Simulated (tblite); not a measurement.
Compound: SiCl4.
Atom-mapped SMILES: `[Cl:1][Si:2]([Cl:3])([Cl:4])[Cl:5]`

Method: GFN2-xTB as coded in tblite; computed harmonic values from a numerical Hessian at the method's own geometry, unscaled. The method is semi-empirical: single wavenumbers can be off by several per cent or more.

Harmonic wavenumbers (cm⁻¹): 111.9, 112.0, 173.9, 173.9, 174.0, 381.5, 513.9, 514.1, 514.3.

A = 1336, B = 1336, C = 1336 MHz; mass 167.852 u (most abundant isotopes); point group Td, symmetry number 12.

Question: Zero-point energy?

Answer: ½Σν̃ = 1335 cm⁻¹ = 3.82 kcal/mol.

Question: Entropy at 350 K, 1 bar (ideal gas, RRHO, classical rotation)?

Answer: Translation 42.08, rotation 24.83, vibration 18.96: S = 85.9 cal/(mol K).

Question: And Cp and H(350 K) − H(0)?

Answer: Cp = 23.36 cal/(mol K), of which vibrations give 15.41 (their classical limit is 9 R = 17.9); H(350 K) − H(0) = 6.20 kcal/mol without the zero-point energy, 3.42 from vibrations.

Question: How do the functions run with temperature in this model?

Answer: 
```tsv
T (K)	S (cal/(mol K))	Cp (cal/(mol K))	H − H(0) (kcal/mol)	G − H(0) (kcal/mol)	ln q(vib)
100	61.4	15.2	1.09	-5.04	0.71
200	73.6	20.2	2.89	-11.83	2.34
300	82.3	22.6	5.05	-19.65	3.91
500	94.4	24.5	9.80	-37.41	6.56
800	106.2	25.3	17.30	-67.63	9.56
1000	111.8	25.5	22.38	-89.45	11.14
```

q(vib) and H(0) count from the zero-point level.

Question: Blend soft modes into free rotors: weight 1/[1 + (100 cm⁻¹/ν̃)⁴] for the oscillator and the rest for a rotor with moment μB/(μ + B), μ = h/(8π²ν), B = 10⁻⁴⁴ kg m². What vibrational entropy results?

Answer: 18.40 cal/(mol K) in place of 18.96, which changes −T·S at 350 K by +0.20 kcal/mol.

Question: What must be added to the electronic energy to get the Gibbs energy at 350 K and 1 bar?

Answer: ZPE + [H(350 K) − H(0)] − T·S = 3.82 + 6.20 − 30.06 = -20.04 kcal/mol.

Hindered rotation and anharmonicity are outside this model.
